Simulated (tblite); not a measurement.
Species: C6H11AsOSi.
SMILES with atom numbers: `[CH3:1][C:2]#[C:3][SiH2:4][C@:5]([CH3:6])([AsH2:7])[CH:8]=[O:9]` (hydrogens: H10, H11, H12 on C1; H13, H14 on Si4; H15, H16, H17 on C6; H18, H19 on As7; H20 on C8)

Computed with GFN2-xTB (tblite), gas phase: L-BFGS steps from a force-field or distance-geometry start until the largest atomic force falls under 0.01 eV/Å.

Step 121: E = -721.7844 eV
```
atom  x, y, z in Å  |  force x, y, z in eV/Å
C1      3.9302    0.5170   -0.8642   -0.013   0.003  -0.006
C2      2.6597   -0.1052   -0.5689    0.016  -0.004   0.009
C3      1.6009   -0.6231   -0.3149    0.006  -0.006   0.009
Si4     0.0103   -1.4299    0.1612    0.030  -0.011  -0.009
C5     -1.3141   -0.0418    0.1201   -0.035  -0.016   0.003
C6     -0.7868    1.3489    0.4485   -0.008  -0.020  -0.010
As7    -2.7040   -0.4980    1.5210    0.003  -0.010   0.030
C8     -2.1214   -0.0931   -1.1003    0.028   0.007  -0.044
O9     -2.3856   -1.0932   -1.7275   -0.004   0.017   0.019
H10     4.6257    0.3405   -0.0433   -0.009   0.001  -0.017
H11     4.3483    0.0990   -1.7795   -0.004  -0.003   0.001
H12     3.7997    1.5915   -0.9927    0.004   0.000  -0.003
H13    -0.3419   -2.5272   -0.7376    0.015   0.025   0.014
H14     0.1325   -1.8889    1.5632   -0.003  -0.007   0.014
H15    -0.0420    1.6684   -0.2807   -0.008  -0.008  -0.002
H16    -1.6035    2.0784    0.4577    0.015   0.014  -0.002
H17    -0.3160    1.3475    1.4338   -0.003   0.017   0.008
H18    -3.8357    0.2162    0.8217   -0.005   0.004  -0.004
H19    -3.1207   -1.7858    0.8887   -0.021  -0.011  -0.019
H20    -2.5407    0.8894   -1.4192   -0.003   0.008   0.009
```

Step 122: E = -721.7848 eV
```
atom  x, y, z in Å  |  force x, y, z in eV/Å
C1      3.9336    0.5102   -0.8755   -0.015   0.005  -0.006
C2      2.6613   -0.1071   -0.5769    0.033   0.004   0.008
C3      1.6014   -0.6196   -0.3168   -0.005  -0.010   0.009
Si4     0.0124   -1.4223    0.1707    0.025  -0.008  -0.014
C5     -1.3162   -0.0386    0.1237   -0.026  -0.022  -0.010
C6     -0.7947    1.3522    0.4612   -0.011  -0.030  -0.006
As7    -2.7125   -0.5069    1.5116   -0.009  -0.011   0.053
C8     -2.1156   -0.0879   -1.1019    0.054   0.034  -0.043
O9     -2.3733   -1.0855   -1.7351   -0.012  -0.010   0.009
H10     4.6295    0.3317   -0.0554   -0.009   0.000  -0.022
H11     4.3488    0.0915   -1.7917   -0.006  -0.009   0.005
H12     3.8067    1.5849   -1.0044    0.002   0.004  -0.001
H13    -0.3418   -2.5293   -0.7153    0.013   0.024   0.011
H14     0.1388   -1.8663    1.5766   -0.001  -0.013   0.024
H15    -0.0410    1.6734   -0.2582   -0.009  -0.006   0.007
H16    -1.6114    2.0814    0.4629    0.009   0.014  -0.008
H17    -0.3381    1.3476    1.4531    0.011   0.023   0.006
H18    -3.8434    0.2008    0.8060   -0.012   0.013  -0.006
H19    -3.1178   -1.7950    0.8732   -0.019  -0.018  -0.021
H20    -2.5320    0.8955   -1.4208   -0.015   0.014   0.006
```

Step 123: E = -721.7854 eV
```
atom  x, y, z in Å  |  force x, y, z in eV/Å
C1      3.9398    0.4970   -0.8968   -0.014   0.008  -0.006
C2      2.6645   -0.1107   -0.5916    0.029   0.005   0.011
C3      1.6019   -0.6126   -0.3212    0.001  -0.007   0.005
Si4     0.0165   -1.4081    0.1887    0.016  -0.010  -0.007
C5     -1.3203   -0.0325    0.1304   -0.009  -0.020  -0.026
C6     -0.8095    1.3583    0.4853   -0.015  -0.039   0.003
As7    -2.7304   -0.5230    1.4945   -0.037  -0.023   0.042
C8     -2.1026   -0.0774   -1.1065    0.065   0.011  -0.054
O9     -2.3435   -1.0707   -1.7537   -0.003   0.022   0.034
H10     4.6372    0.3144   -0.0788   -0.007  -0.001  -0.021
H11     4.3502    0.0758   -1.8142   -0.015  -0.016   0.006
H12     3.8208    1.5726   -1.0260   -0.003   0.006   0.000
H13    -0.3432   -2.5346   -0.6709    0.017   0.030   0.013
H14     0.1510   -1.8225    1.6035    0.001  -0.015   0.016
H15    -0.0440    1.6860   -0.2191   -0.015  -0.009   0.022
H16    -1.6269    2.0865    0.4792    0.000   0.007  -0.020
H17    -0.3728    1.3478    1.4863    0.026   0.024  -0.005
H18    -3.8615    0.1723    0.7747    0.000   0.011   0.002
H19    -3.1113   -1.8140    0.8433   -0.011  -0.001  -0.010
H20    -2.5212    0.9064   -1.4202   -0.027   0.016  -0.005
```

Step 124: E = -721.7862 eV
```
atom  x, y, z in Å  |  force x, y, z in eV/Å
C1      3.9442    0.4887   -0.9124    0.001   0.011  -0.004
C2      2.6686   -0.1147   -0.6014    0.022   0.013   0.009
C3      1.6042   -0.6077   -0.3217    0.009  -0.005  -0.003
Si4     0.0215   -1.3983    0.2014   -0.010   0.014   0.008
C5     -1.3247   -0.0314    0.1348    0.030  -0.014  -0.028
C6     -0.8222    1.3595    0.5008   -0.018  -0.027   0.021
As7    -2.7399   -0.5416    1.4842   -0.037  -0.013   0.055
C8     -2.0927   -0.0721   -1.1106    0.066   0.037  -0.021
O9     -2.3239   -1.0621   -1.7650   -0.011  -0.019   0.000
H10     4.6431    0.3045   -0.0963    0.002  -0.003  -0.010
H11     4.3529    0.0673   -1.8302   -0.025  -0.025  -0.001
H12     3.8289    1.5645   -1.0412   -0.010   0.015  -0.002
H13    -0.3400   -2.5360   -0.6395    0.012   0.004  -0.009
H14     0.1584   -1.7914    1.6213    0.008  -0.023   0.029
H15    -0.0452    1.6892   -0.1897   -0.009  -0.010   0.023
H16    -1.6378    2.0896    0.4838   -0.015  -0.006  -0.032
H17    -0.4046    1.3480    1.5097    0.045   0.019   0.001
H18    -3.8655    0.1636    0.7682   -0.016   0.023  -0.003
H19    -3.1193   -1.8209    0.8119   -0.008  -0.016  -0.013
H20    -2.5112    0.9122   -1.4210   -0.034   0.025  -0.020
```

Task: Estimate the geometry and energy of step 125. (The exact step hangs on the optimiser's Hessian estimate; all steps are aligned on step 124, rigid shifts and turns removed.)

Result: E = -721.7867 eV, largest force 0.047 eV/Å
```
atom  x, y, z in Å  |  force x, y, z in eV/Å
C1      3.9487    0.4787   -0.9297    0.008   0.012  -0.003
C2      2.6716   -0.1182   -0.6123   -0.005   0.008   0.014
C3      1.6049   -0.6023   -0.3249    0.025  -0.002  -0.006
Si4     0.0251   -1.3874    0.2157   -0.012   0.011   0.023
C5     -1.3277   -0.0277    0.1394    0.032   0.002  -0.017
C6     -0.8354    1.3632    0.5200   -0.005  -0.012   0.025
As7    -2.7537   -0.5570    1.4729   -0.039  -0.020   0.009
C8     -2.0792   -0.0637   -1.1163    0.042   0.019  -0.002
O9     -2.2980   -1.0505   -1.7800    0.001   0.000   0.009
H10     4.6494    0.2913   -0.1162    0.007  -0.002  -0.002
H11     4.3537    0.0546   -1.8479   -0.036  -0.025  -0.004
H12     3.8389    1.5551   -1.0583   -0.013   0.011  -0.005
H13    -0.3410   -2.5393   -0.6040    0.017   0.006  -0.010
H14     0.1664   -1.7584    1.6422    0.012  -0.021   0.013
H15    -0.0482    1.6989   -0.1566   -0.019  -0.019   0.030
H16    -1.6513    2.0928    0.4941   -0.022  -0.017  -0.038
H17    -0.4337    1.3503    1.5359    0.043   0.006  -0.011
H18    -3.8785    0.1457    0.7505   -0.001   0.013   0.003
H19    -3.1157   -1.8354    0.7856   -0.007   0.007   0.000
H20    -2.5013    0.9203   -1.4230   -0.028   0.023  -0.027
```

The energy changes by -0.0005 eV. The first-order estimate −F·Δx gives -0.0008 eV and the mean of the old and new forces, exact on a quadratic surface, -0.0005 eV. The step makes an angle of 87° with the force vector and moves no atom by more than 0.040 Å.

The cost below is that of the whole relaxation. On an Arm Neoverse V2 with one thread, shared host with 192 logical CPUs at a one-minute load of 62, this took 1.8 s.
